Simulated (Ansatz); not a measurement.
`[NH2][GeH2][CH2]F` + `B/C=C(\F)C=C` → `C=[CH][GeH2][CH2]F` + `B/C=C(/N)F`  (redistribution)

Program: Ansatz. Geometries: PBE0-D4/def2-TZVP. ΔE: electronic, gas phase. CBS: MP2 limit from def2 TZ/QZ plus the TZ coupled-cluster correction, frozen cores. Double bonds are as drawn, so ΔE can hold a change between cis and trans. For Ge outer-core shells are correlated without core-valence functions, which leaves a few kJ/mol of doubt a bond. Scalar relativity is left out up to krypton. Each species was taken in one conformer, which may not be the lowest.

```json
{"species": "`[NH2][GeH2][CH2]F`", "SCS-MP2/def2-TZVPP energy (Eh)": "-2271.57842"}
{"species": "`B/C=C(\\F)C=C`", "SCS-MP2/def2-TZVPP energy (Eh)": "-280.12100"}
{"species": "`C=[CH][GeH2][CH2]F`", "SCS-MP2/def2-TZVPP energy (Eh)": "-2293.52186"}
{"species": "`B/C=C(/N)F`", "SCS-MP2/def2-TZVPP energy (Eh)": "-258.16915"}
```

Work out ΔE.

ΔE = (-2293.52186) + (-258.16915) − (-2271.57842) − (-280.12100) = 0.00841 Eh = +22.1 kJ/mol. CCSD(T)/CBS gives +21.1 kJ/mol.

Largest T1 diagnostic among the species: 0.013.
